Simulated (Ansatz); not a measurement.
Basis-set series for `B/C=C(/O)F`. Charge 0, multiplicity 1. The structure was optimised at the PBE0-D4/def2-TZVP level. It is one conformer, not always the lowest.

| functional | basis | functions | energy (Eh) | HOMO (eV) | LUMO (eV) |
| --- | --- | --- | --- | --- | --- |
| PBE0-D4 | def2-TZVPP | 211 | -278.31791 | -7.60 | -1.48 |
| PBE0-D4 | def2-QZVPP | 405 | -278.33292 | -7.63 | -1.52 |
| ωB97M-V | def2-TZVPP | 211 | -278.52623 | -9.78 | 0.51 |
| ωB97M-V | def2-QZVPP | 405 | -278.54034 | -9.81 | 0.42 |

Give the rows for def2-SVP. (An estimate is asked.)

The calculation gave: 
| functional | basis | functions | energy (Eh) | HOMO (eV) | LUMO (eV) |
| --- | --- | --- | --- | --- | --- |
| PBE0-D4 | def2-SVP | 90 | -277.99229 | -7.51 | -1.36 |
| ωB97M-V | def2-SVP | 90 | -278.18980 | -9.66 | 0.72 |

Positive LUMOs are unbound and depend on the basis.

Program: Ansatz 0.2.0.
